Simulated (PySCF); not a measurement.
Molecule: s-BuOEt (SMILES C[C@@H](OCC)CC).

Cartesian coordinates in Å; atom numbers follow the order of the lines, from 1:
```xyz
21

C    -2.1218   -0.7569    0.0653
C    -1.1663    0.3118    0.5392
O     0.0521    0.1555   -0.1304
C     1.0882    1.0223    0.2726
C     0.9227    2.4096   -0.3306
C     2.4021    0.3713   -0.1339
C     2.6254   -0.9850    0.5120
H    -2.2789   -0.6764   -1.0205
H    -1.7183   -1.7580    0.2778
H    -3.0961   -0.6584    0.5667
H    -1.0118    0.2353    1.6360
H    -1.6014    1.3146    0.3527
H     1.0698    1.1082    1.3814
H    -0.0275    2.8743   -0.0283
H     0.9368    2.3453   -1.4297
H     1.7369    3.0765   -0.0097
H     3.2243    1.0613    0.1190
H     2.4024    0.2719   -1.2332
H     1.7977   -1.6648    0.2641
H     3.5647   -1.4452    0.1704
H     2.6738   -0.9013    1.6100
```

Geometry PBE0-D3(BJ)/def2-SVP throughout; GIAO in PySCF, gas phase, one conformer, non-relativistic; equivalent atoms averaged; functional PBE0.

(1) How do the absolute shieldings σ depend on the basis set? (a selection of nuclei; ppm; last column core-seconds on shared hosts with different chips, so compare them loosely)

(2) Which nucleus among those listed moves most, in ppm?

(3) Taking the largest basis, def2-TZVP (301 functions), as the yardstick, rank the others by their worst heavy-atom deviation.

## Answers

(1) 
| basis set | functions | C7 | C1 | O3 | H12 | H11 | H18 | H8/H9/H10 | H19/H20/H21 | H14/H15/H16 | core-s |
| --- | --- | --- | --- | --- | --- | --- | --- | --- | --- | --- | --- |
| STO-3G | 49 | 215.6 | 216.3 | 364.3 | 30.89 | 31.35 | 31.47 | 31.63 | 31.73 | 31.87 | 5.7 |
| pcSseg-0 | 91 | 179.1 | 173.8 | 287.8 | 29.16 | 29.90 | 31.30 | 31.36 | 31.71 | 31.61 | 7.8 |
| 6-31G | 91 | 186.2 | 182.1 | 275.0 | 28.72 | 29.46 | 30.84 | 31.17 | 31.39 | 31.43 | 12 |
| 6-31G* | 126 | 181.4 | 177.5 | 282.4 | 28.18 | 28.81 | 30.47 | 30.76 | 30.92 | 30.93 | 16 |
| cc-pVDZ | 168 | 183.5 | 179.3 | 278.1 | 27.64 | 28.35 | 30.03 | 30.18 | 30.36 | 30.31 | 19 |
| def2-SVP | 168 | 181.6 | 177.7 | 284.0 | 27.81 | 28.51 | 30.13 | 30.25 | 30.45 | 30.39 | 18 |
| pcSseg-1 | 189 | 171.7 | 167.0 | 264.6 | 27.64 | 28.36 | 30.01 | 30.03 | 30.24 | 30.19 | 18 |
| 6-311+G(2d,p) | 273 | 174.8 | 170.1 | 259.2 | 27.75 | 28.47 | 30.24 | 30.36 | 30.54 | 30.51 | 48 |
| aug-cc-pVDZ | 287 | 183.0 | 178.9 | 269.6 | 27.55 | 28.32 | 30.07 | 30.16 | 30.37 | 30.31 | 44 |
| def2-TZVP | 301 | 174.3 | 169.6 | 261.2 | 27.73 | 28.46 | 30.18 | 30.33 | 30.52 | 30.46 | 51 |

(2) O3 (ether oxygen): from 259.2 ppm with 6-311+G(2d,p) to 364.3 ppm with STO-3G. The smallest spread is 1.46 ppm, at H18. Proton shifts span only some 12 ppm, so a few tenths of a ppm matter as much there as several ppm in carbon.

(3) 6-311+G(2d,p) 2.0 ppm (273 functions), pcSseg-1 3.4 ppm (189 functions), aug-cc-pVDZ 9.3 ppm (287 functions), 6-31G 13.8 ppm (91 functions), cc-pVDZ 16.9 ppm (168 functions), 6-31G* 21.2 ppm (126 functions), def2-SVP 22.8 ppm (168 functions), pcSseg-0 26.6 ppm (91 functions), STO-3G 103.1 ppm (49 functions).

A small basis that lands close on one nucleus may do so by chance; judge by the trend and by all nuclei.
